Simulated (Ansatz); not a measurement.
System: H₄SiNO, charge 0, doublet. H4SiNO (SMILES N[SiH]O, doublet).
B3LYP-D3(BJ)/def2-TZVP minimum from Ansatz (a first-principles code):
```xyz
7

Si    -0.4699    -0.2528     0.0098
N      0.9553    -0.6387    -0.8644
O     -0.1364     1.1599     0.8202
H     -0.6785    -1.4151     0.9331
H      1.1669    -1.5928    -1.1105
H      1.3851     0.0193    -1.4955
H     -0.8909     1.7184     1.0251
```
Charge 0, spin multiplicity 2.

Property: atomisation energy (electronic, to ground-state atoms), in kcal/mol. UHF or UKS for unpaired electrons; spin-orbit terms are left out. CBS(X,Y): correlation extrapolated as X^-3, Hartree-Fock from the larger set. A bracket is a step between two methods taken in the basis named. Functionals run without relativity, which enters their misses. Double hybrids freeze cores in their MP2 part. '+ core + X2C': CCSD(T) terms for core correlation (cc-pwCVTZ, 1s frozen past Ne) and scalar relativity (cc-pVTZ-DK). Where a partner has so few electrons that a lower coupled-cluster level is exact, that level stands in.

CCSD(T)/CBS(cc-pV(T+d)Z,cc-pV(Q+d)Z) + [CCSDT(Q) - CCSD(T)]/cc-pV(D+d)Z + core + X2C (Ansatz) gives 564.5 kcal/mol.

**Question.** How far off this value is PBE/def2-TZVPD (Ansatz), in which direction, and which of these levels come nearer: r2SCAN/def2-TZVPD, B3LYP/def2-TZVPD, PBE0/def2-TZVPD, B2PLYP/def2-TZVPD, CCSD(T)/CBS(cc-pV(T+d)Z,cc-pV(Q+d)Z) + core + X2C?

**Answer.** PBE gives 569.1 kcal/mol, 4.6 kcal/mol above it. Differences of the others: r2SCAN/def2-TZVPD (Ansatz) -2.5; B3LYP/def2-TZVPD (Ansatz) -4.5; PBE0/def2-TZVPD (Ansatz) -9.3; B2PLYP/def2-TZVPD (Ansatz) -9.3; CCSD(T)/CBS(cc-pV(T+d)Z,cc-pV(Q+d)Z) + core + X2C (Ansatz) -0.8 kcal/mol. Nearer than PBE: r2SCAN/def2-TZVPD, B3LYP/def2-TZVPD, CCSD(T)/CBS(cc-pV(T+d)Z,cc-pV(Q+d)Z) + core + X2C.
